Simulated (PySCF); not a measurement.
Excited states of V⁵⁺ (vanadium, charge +5)

Ground state [Ar], ¹S. Computed with PySCF 2.14 in def2-TZVPPD with one added diffuse shell each of s, p, d, f type (7s7p5d3f1g, 83 functions), with no relativity, point nucleus. Vertical excitation energies in eV without spin-orbit coupling; excited terms of each kind are numbered among those the solver found.

```tsv
term	leading excitation	TDA-LC-wPBE	TD-LC-wPBE	TDA-BHandHLYP	TD-BHandHLYP
1 3P°	3p → d	38.403	38.276	37.973	37.825
1 3F°	3p → d	38.899	38.760	38.939	38.631
1 1D°	3p → d	41.377	41.376	41.915	41.900
1 3D°	3p → d	41.377	41.376	41.915	41.900
1 1F°	3p → d	42.503	42.488	42.426	42.409
1 1P°	3p → d	57.577	55.131	57.362	54.904
1 3D	3s → d	66.445	66.394	69.012	68.946
1 1D	3s → d	70.902	70.795	73.826	73.726
1 3S	3p → p	72.923	72.906	73.280	73.252
2 3D	3p → p	73.529	73.524	74.308	74.298
1 1P	3p → p	73.967	73.967	74.922	74.920
2 1D	3p → p	74.129	74.116	75.064	75.051
```

Where a singlet and its triplet coincide, the exchange integral that splits them vanishes by symmetry for a single excitation; correlation beyond this level separates them.

Oscillator strength of the first ¹S → ¹P° line: TDA-LC-wPBE 5.41, TD-LC-wPBE 3.93, TDA-BHandHLYP 5.37, TD-BHandHLYP 3.88.

The solver can miss terms.
